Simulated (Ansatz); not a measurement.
Cost and result up the ladder for the cluster Te2Au3 (5 atoms). Total charge 0; doublet. Geometry: PBE-D4/def2-SVP.

```xyz
5

Au    2.1352   -0.4593    1.9334
Au    0.1775    0.0130   -0.9929
Au   -2.6736    0.4220    1.0805
Te   -2.3342    0.4806   -1.4564
Te    2.6950   -0.4562   -0.5646
```

Ansatz on 4 threads of Intel Xeon Platinum 8259CL on a shared host. Times are rough, and most runs start from the orbitals of an earlier one. CAM-B3LYP-D4/def2-TZVP serves as the yardstick here, not as an exact answer. Differences are given only for rows in sets of like size (and for xTB, whose basis is part of the method), since another set adds its own error. Binding counts from free atoms at the same level (Au doublet, Te triplet; other spins of the atoms weren't run), without zero-point energy or a counterpoise term.

In the def2 sets Au, Te take a core potential; there is no spin–orbit coupling. Correlated methods freeze 8 core orbitals; core or outer-core shells of Au, Te are correlated, in sets that lack core-valence functions. No other spin state of charge 0 was run. Another isomer (doublet) lies 0.19 eV lower at PBE0-D4/def2-TZVP; other spin states weren't run for this one.

Correlated methods converge slowly with the basis.

| level | functions | wall time |
| --- | --- | --- |
| LDA (SPW92)/def2-TZVP | 220 | 3.2 s |
| PBE-D4/def2-SVP | 148 | 3.6 s |
| PBE-D4/def2-TZVP (with forces) | 220 | 6.5 s |
| PBE0-D4/def2-SVP | 148 | 7 s |
| r2SCAN-D4/def2-TZVP | 220 | 12 s |
| PBE0-D4/def2-TZVP | 220 | 13 s |
| RPA@PBE/def2-TZVP | 220 | 18 s |
| MP2/def2-TZVP | 220 | 19 s |
| CAM-B3LYP-D4/def2-TZVP | 220 | 24 s |
| B2PLYP/def2-TZVP | 220 | 27 s |

Estimate what each level gives for the binding energy per atom (eV).


```csv
level,binding energy per atom (eV),difference from CAM-B3LYP-D4/def2-TZVP (eV)
LDA (SPW92)/def2-TZVP,2.43,0.79
PBE-D4/def2-SVP,1.93,–
PBE-D4/def2-TZVP (with forces),1.99,0.35
PBE0-D4/def2-SVP,1.73,–
r2SCAN-D4/def2-TZVP,1.92,0.28
PBE0-D4/def2-TZVP,1.80,0.16
RPA@PBE/def2-TZVP,1.61,-0.03
MP2/def2-TZVP,1.80,0.16
CAM-B3LYP-D4/def2-TZVP,1.64,0.00
B2PLYP/def2-TZVP,1.72,0.08
```
